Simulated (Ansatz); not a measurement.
Ansatz (a quantum-chemistry and plane-wave program) input:
A basis named .json is the Basis Set Exchange file of that set.

Ansatz 0.2 input:
```yaml
crystal:
  periodic: [false, false, false]
  atoms:
    - {symbol: Cd, position_ang: [-0.00000000, -0.00000000, -0.56714241]}
    - {symbol: S, position_ang: [0.00000000, 0.00000000, 1.70142723]}
basis:
  gaussian:
    orbitals: def2-TZVPP
    fitting: {mean_field: def2-universal-jkfit, correlation: def2-TZVPP-RIFIT.json}
magnetization: {spin_polarized: false}
correlation: {method: mp2, electrons: outside_noble_gas}
```

### Question
Which total energy does the run end on?

### Answer
-564.98263 Eh (RI-MP2/def2-TZVPP). The basis has 98 functions.
